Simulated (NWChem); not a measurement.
# CH₄AlFO; SMILES [CH3][Al]([OH])[F]

```xyz
8

Al    -0.0050    -0.0488     0.0000
F     -1.4376    -0.9053     0.0000
C     -0.0024     1.8819     0.0000
H     -0.5276     2.2766    -0.8848
H      1.0217     2.2841     0.0000
H     -0.5276     2.2766     0.8848
O      1.4424    -0.9323     0.0000
H      1.5130    -1.8881     0.0000
```
Atoms are numbered in this order, from 1.

Results from NWChem. Coordinates come from a PBE0/def2-SVP optimisation. Vertical excitations in the gas phase; the lowest state need not have the same character in each row.

For level B3LYP/def2-SVP, full TDDFT:

* **lowest excitation, singlet (eV)**: 7.20
* **lowest state with f > 0.02, singlet (eV)**: 7.20
* **lowest triplet (eV)**: 6.60
* **orbital gap (eV)**: 8.24

### Question
Estimate the same quantities for level BHandHLYP/def2-SVP, full TDDFT.

### Answer
The lowest excitation, singlet (eV) is 8.06, the lowest state with f > 0.02, singlet (eV) comes out as 8.09 and the lowest triplet (eV) is 7.11. The orbital gap (eV) is 10.80.
